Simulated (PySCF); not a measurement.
Cl2Sc, charge +1. Atoms are numbered in the order given.

```xyz
3

Sc     0.0000     0.0000     0.7262
Cl     0.0000     1.8385    -0.4485
Cl     0.0000    -1.8385    -0.4485
```
Charge +1, spin multiplicity 1.

Geometry optimised at PBE0-D3(BJ)/def2-TZVP. The spin state was assumed, not searched. The isomer is the one that the SMILES or the coordinates give; other isomers of the formula were not compared.

Method: HF/def2-TZVPD (PySCF).

ESP charges are fitted to the potential on shells at 1.4 to 2.0 van der Waals radii. Atomic charges (e):

```json
[
 {"atom": "Sc1", "meta-Löwdin": "___", "ESP fit": "1.68"},
 {"atom": "Cl2", "meta-Löwdin": "___", "ESP fit": "-0.34"},
 {"atom": "Cl3", "meta-Löwdin": "___", "ESP fit": "-0.34"}
]
```

Task: What belongs in the gaps? (The exact figures need the calculation; the answer reports its results.)

Result: 
- Sc1, meta-Löwdin: 1.74
- Cl2, meta-Löwdin: -0.37
- Cl3, meta-Löwdin: -0.37
